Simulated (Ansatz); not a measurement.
F2GeH4SSi can be A, `F[Si](F)(S)[GeH3]`, or B, `F[SiH](F)[S][GeH3]`.

Isolated molecules relaxed with PBE0-D4/def2-TZVP in Ansatz; ΔE leaves out vibrations. CBS: MP2 limit from def2 TZ/QZ plus the TZ coupled-cluster correction, frozen cores. Functionals use def2-TZVPP. B3LYP here is the variant with VWN-RPA as its local correlation; programs differ in this. For Ge outer-core shells are correlated without core-valence functions, which leaves a few kJ/mol of doubt a bond. Scalar relativity is left out up to krypton. Each species was taken in one conformer, which may not be the lowest.

**Question.** Which is lower in electronic energy at CCSD(T)/CBS, and by how much? (Best estimate.)

**Answer.** The calculation gave: B, by 44.5 kJ/mol.

**Question.** Give E(B) − E(A) in kJ/mol with B3LYP, r2SCAN-D4, CCSD/def2-TZVPP, PBE-D4, PBE0-D4, B2PLYP, CCSD(T)/def2-TZVPP. (An estimate is asked.)

**Answer.** Computed: B3LYP -39.8, r2SCAN-D4 -41.1, CCSD/def2-TZVPP -45.8, PBE-D4 -32.8, PBE0-D4 -38.6, B2PLYP -45.0, CCSD(T)/def2-TZVPP -45.5. None reverses the order clearly.

Largest T1 diagnostic: 0.012.

From PBE to PBE0 (25 % exact exchange), in def2-TZVPP and without D4, E(B) − E(A) moves by −6.1 kJ/mol. In def2-TZVPP, CCSD(T) changes the Hartree–Fock value by +12.6 kJ/mol (the triples alone add +0.3 kJ/mol) and MP2 by +5.2 kJ/mol.
